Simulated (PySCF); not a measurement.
C3H9NSi, SMILES C=CN(C)[SiH3].

The structure is a stationary point at PBE0-D3(BJ)/def2-SVP. Other conformers were not sampled.

Two levels are set side by side: TDDFT-PBE/def2-SVPD (PySCF) and TDDFT-ωB97X/def2-SVPD (PySCF). Vertical, same geometry. The lowest singlet is HOMO→LUMO+1 91 % with PBE and HOMO→LUMO 55 %, HOMO→LUMO+1 34 % with the other functional; states are paired by order. Differences are taken from unrounded values.

| quantity | TDDFT-ωB97X |
|---|---|
| lowest singlet excitation (eV) | 5.96 |
| lowest triplet excitation (TDA) (eV) | 4.02 |
| first bright state (f over 0.05) (eV) | 6.00 |
| its oscillator strength | 0.25 |

Q: What does TDDFT-PBE give, and how far is it from TDDFT-ωB97X? (Estimate from the structure and the level; the computed values follow.)

A: 
| quantity | TDDFT-PBE | TDDFT-PBE minus TDDFT-ωB97X |
|---|---|---|
| lowest singlet excitation (eV) | 4.62 | -1.34 |
| lowest triplet excitation (TDA) (eV) | 3.86 | -0.15 |
| first bright state (f over 0.05) (eV) | 5.43 | -0.57 |
| its oscillator strength | 0.16 | -0.09 |

Functionals without exact exchange tend to place singlet excitations lower, as here. Differences between two approximate levels are no errors against the true value.

Rough cost on one machine, each run with all the roots and properties that it gave: TDDFT-ωB97X against TDDFT-PBE about 8 times.
